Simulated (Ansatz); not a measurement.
Frontier orbitals of CH5ClN2OW (`C[O][W](=[NH])(=[NH])[Cl]`).

```xyz
11

C     1.254    1.518    0.436
O     0.443    0.465    0.890
W    -0.456   -0.984    0.125
N    -0.160   -0.936   -1.596
N    -2.159   -0.832    0.470
Cl    0.280   -3.003    0.931
H     0.689    2.454    0.465
H     2.116    1.607    1.102
H     1.603    1.336   -0.584
H    -0.462   -0.899   -2.558
H    -3.148   -0.725    0.319
```

The species carries charge 0 and has multiplicity 1. Correlated methods include outer-core shells of W, which these sets cover unevenly. W takes the def2 core potential. The geometry is a stationary point of PBE0-D4/def2-TZVP. It is one conformer, not always the lowest. Basis def2-TZVPP, the Gaussian-basis code of Ansatz.

| functional | HOMO (eV) | LUMO (eV) | gap (eV) |
| --- | --- | --- | --- |
| LDA (SPW92) | -6.53 | -2.35 | 4.18 |
| PBE | -6.34 | -2.11 | 4.23 |
| BLYP | -6.21 | -2.00 | 4.21 |
| B97M-V | -6.71 | -1.98 | 4.73 |
| PBE0 | -7.70 | -1.33 | 6.37 |
| r2SCAN0 | -7.91 | -1.28 | 6.63 |
| ωB97X-V | -10.03 | 0.77 | 10.80 |
| ωB97M-V | -9.93 | 0.72 | 10.65 |
| HF | -10.86 | 2.23 | 13.09 |

From PBE to PBE0 the HOMO moves by −1.36 eV and the LUMO by +0.78 eV, and with ωB97M-V by −3.59 and +2.83 eV, so the gap grows from 4.23 to 10.65 eV with exact exchange. A positive LUMO is unbound and depends on the basis.
